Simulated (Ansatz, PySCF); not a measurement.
This triplet is an excited state, 0.42 eV above the relaxed singlet at the level frozen-core CCSD(T)/cc-pVTZ // B3LYP-D3(BJ)/def2-TZVP (Ansatz, a first-principles code).

B3LYP has the VWN-RPA correlation part, as in Gaussian. 

```xyz
5

F      2.5329     0.6937    -0.1351
Ge     1.5061    -0.7040     0.2266
Al    -0.9083    -0.0829     0.0029
H     -1.2728     1.3919    -0.4094
H     -1.8579    -1.2987     0.3150
```

Charge 0, multiplicity 3.

Give the Mulliken and meta-Löwdin atomic charges from B3LYP-D3(BJ)/def2-TZVP (PySCF).


```json
[
 {"atom": "F1", "Mulliken (e)": "-0.38", "meta-Löwdin (e)": "-0.48"},
 {"atom": "Ge2", "Mulliken (e)": "0.29", "meta-Löwdin (e)": "0.42"},
 {"atom": "Al3", "Mulliken (e)": "0.26", "meta-Löwdin (e)": "0.29"},
 {"atom": "H4", "Mulliken (e)": "-0.08", "meta-Löwdin (e)": "-0.11"},
 {"atom": "H5", "Mulliken (e)": "-0.09", "meta-Löwdin (e)": "-0.12"}
]
```
